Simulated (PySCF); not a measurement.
**UHF on Ar⁺ (argon, charge +1)**

Configuration: [Ne] 3s2 3p4 4s1, high-spin 4P determinant (an excited configuration). Calculation: PySCF 2.14, in aug-cc-pVDZ-DK (5s4p2d, 27 functions); scalar relativity by spin-free X2C-1e.

```json
{
 "Total energy": "-527.479946 hartree",
 "One-electron energy": "-717.0203 hartree",
 "Hartree (Coulomb) energy": "219.3133 hartree",
 "Exchange energy": "-29.7729 hartree",
 "⟨S²⟩": "3.7563",
 "⟨L²⟩": "2.027",
 "Sum of ⟨r⟩": "15.60 bohr",
 "Sum of ⟨r²⟩": "31.34 bohr²",
 "Traceless quadrupole moment −½Σ⟨3z² − r²⟩ along its main axis": "-0.870 e·bohr²",
 "Langevin diamagnetic susceptibility": "-24.8 ×10⁻⁶ cm³/mol"
}
```

```csv
shell,electrons,mean orbital energy (eV),spread (eV),"rms radius, mean of both spins (bohr)"
1s α,1,-3263.9,0,0.0991
1s β,1,-3262.9,0,0.0991
2s α,1,-360.21,0,0.446
2s β,1,-359.23,0,0.446
2p α,3,-283.22,0.953,0.417
2p β,3,-281.68,0.648,0.417
3s α,1,-56.373,0,1.44
3s β,1,-48.078,0,1.44
3p α,3,-35.852,2.452,1.61
3p β,1,-32.446,0,1.61
4s α,1,-10.408,0,3.92
```

The outer electron is Rydberg-like, and this basis confines it to a smaller radius and binds it less than a complete one would.

Densities and radii are taken from the X2C orbitals without a picture-change correction, which distorts them close to the nucleus.

Spin-orbit constants ζ (cm⁻¹) from the X2C one-electron operator on these orbitals: bare nucleus, nucleus screened by l(l+1)(2l+1)/3 electrons, and screened by the Breit-Pauli mean field of the electrons.

```tsv
shell	bare	screened nucleus	mean field
2p	13040	11590	10920
3p	1202	1068	995.8
```

To first order the Landé constant is A = -331.9 cm⁻¹, so the lowest level has J = 5/2 and lies 0.0617 eV below the centre of the term. This holds in LS coupling only.
